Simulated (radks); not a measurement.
Problem. Coulomb parameter of the 5d shell of neutral iridium in the model configuration [Xe] 4f14 5d6 6s2 6p1, as a second difference U = [E(n + 0.25) + E(n - 0.25) - 2 E(n)] / (0.25)^2 with all orbitals relaxed. "Bare": the charge of the atom changes with n. "Screened": the 6p shell takes up the change at fixed total charge, which measures U(5d,5d) + U(6p,6p) - 2 U(5d,6p). All-electron calculation, scalar-relativistic Kohn-Sham, PBE, spin-unpolarised, spherical densities, finite nucleus; Fermi nuclear charge, rms radius 5.4032 fm. Program: a radial shooting solver on a logarithmic mesh with Libxc functionals. Estimate both.

Solution. U(bare) = 9.400 eV, U(screened by 6p) = 2.484 eV, against the Slater integral F0(5d,5d) = 15.101 eV with frozen orbitals. The step up makes a negative ion, whose loosely bound charge lowers the bare value.
